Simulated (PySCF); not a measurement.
Work out the structure from these simulated measurements.

Formula: C5H15AlS.

* UV, strongest line: among the 10 lowest singlet transitions: S10 at 7.70 eV (161 nm, f = 0.124) [TDDFT CAM-B3LYP/def2-SVPD]
* NMR, other nuclei: isotropic shieldings of nuclei other than C and H, by class: 460 (1 Al), 630 (1 S) ppm [GIAO HF/pcSseg-1]
* UV, first state: lowest singlet excitation: 6.47 eV (192 nm, f = 0.003) [TDDFT CAM-B3LYP/def2-SVPD]
* Triplet: lowest triplet excitation (Tamm–Dancoff): 5.97 eV [TDA CAM-B3LYP/def2-SVPD]
* Dipole: 4.71 D [CAM-B3LYP/def2-SVPD]
* 1H NMR: chemical shifts (computed TMS as zero) by class: 3.65 (3 H), 2.17 (1 H), 2.15 (3 H), 2.07 (1 H), 1.56 (1 H), 1.13 (1 H), 1.12 (3 H), 1.05 (1 H), 1.02 (1 H) ppm [GIAO HF/pcSseg-1]
* 13C NMR: chemical shifts (computed TMS as zero) by class: 37.9 (1 C), 27.8 (1 C), 23.6 (1 C), 19.5 (1 C), 15.7 (1 C) ppm [GIAO HF/pcSseg-1]
* Rotational structure: rotational constants A, B, C: 2.629, 0.766, 0.643 GHz [PBE0-D3(BJ)/def2-SVP]

The electronic properties come from PySCF, for the isolated species, density fitting. Levels stand in brackets. One conformer (not necessarily the lowest) at the PBE0-D3(BJ)/def2-SVP geometry, without solvent, vibrations or thermal averaging. Each NMR value is the plain mean over a class of atoms that symmetry, rotation or inversion makes alike.

**Question.** Propose a structure and show how it fits.

**Answer.** Numbering: `[CH3:1][CH2:2][CH2:3][CH2:4][S@@+:5]([CH3:6])[AlH3-:7]`. 5 carbons fall into 5 classes; from least to most shielded: sp3 carbon bound to sulfur [C4] (37.9 ppm), chain CH2 carbon [C3] (27.8 ppm), chain CH2 carbon [C2] (23.6 ppm), S-methyl carbon [C6] (19.5 ppm), methyl carbon [C1] (15.7 ppm). Hydrogen classes from least to most shielded: 3 H on an aluminium bonded to S and 3 H, Al7 (3.65 ppm), 1 H on an sp3 carbon bound to sulfur, C4 (2.17 ppm), 3 H on an S-methyl carbon, C6 (2.15 ppm), 1 H on an sp3 carbon bound to sulfur, C4 (2.07 ppm), 1 H on a chain CH2 carbon, C3 (1.56 ppm), 1 H on a chain CH2 carbon, C2 (1.13 ppm), 3 H on a methyl carbon, C1 (1.12 ppm), 1 H on a chain CH2 carbon, C3 (1.05 ppm), 1 H on a chain CH2 carbon, C2 (1.02 ppm). The other shieldings belong to: 460 ppm, aluminium bonded to S and 3 H [Al7]; 630 ppm, sulfur bonded to Al and 2 C [S5]. The optimised geometry has point group C1 and is an asymmetric top. Structure: `[S@+](C)(CCCC)[AlH3-]`. The assignments are read from this structure; whether some other isomer fits the data as well wasn't checked. The mirror image fits equally.

Shape of the structure used: `[CH3:1][CH2:2][CH2:3][CH2:4][S@@+:5]([CH3:6])[AlH3-:7]`: C1–C2–C3–C4 180°, C2–C3–C4–S5 -179°, C3–C4–S5–C6 -178°.
